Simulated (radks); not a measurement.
Values are calculated unless marked as measured or tabulated.
Q: Yb IV, 67 electrons, occupied as [Xe] 4f13. Level of theory: scalar-relativistic Kohn-Sham, r2SCAN, spin-polarised, spherical densities, finite nucleus; open shells are filled with parallel spins first (spin-orbit coupling, left out, can overturn this in heavy ions); meta-GGA in the generalised Kohn-Sham scheme; Fermi nuclear charge, rms radius 5.3108 fm (a radial shooting solver on a logarithmic mesh with Libxc functionals). Some entries of the table are withheld. Estimate them.

orbital  occ.  eigenvalue (hartree)  <1/r> (bohr^-1)
1s up       1             -2254.424            80.62
1s down     1             -2254.424            80.62
2s up       1             -383.8755            18.81
2s down     1             -383.8754            18.81
2p up       3             -338.3676            17.26
2p down     3             -338.3674            17.26
3s up       1             -87.84941            6.961
3s down     1             -87.82642            6.962
3p up       3             -74.06329            6.473
3p down     3             -74.04027            6.474
3d up       5             -57.25483            6.121
3d down     5             -57.23723            6.122
4s up       1             -18.49155            2.932
4s down     1             -18.44538            2.931
4p up       3             -13.94208            2.678
4p down     3             -13.89651            2.678
4d up       5              -7.92420            2.369
4d down     5              -7.87897            2.368
5s up       1              -3.21846            1.115
5s down     1              -3.19932            1.111
5p up       3              -2.13945           0.9404
5p down     3              -2.12685           0.9363
4f up       7                   (1)            1.798
4f down     6                   (2)            1.789

A: 
(1) 4f up eigenvalue (hartree): -1.33898
(2) 4f down eigenvalue (hartree): -1.29817
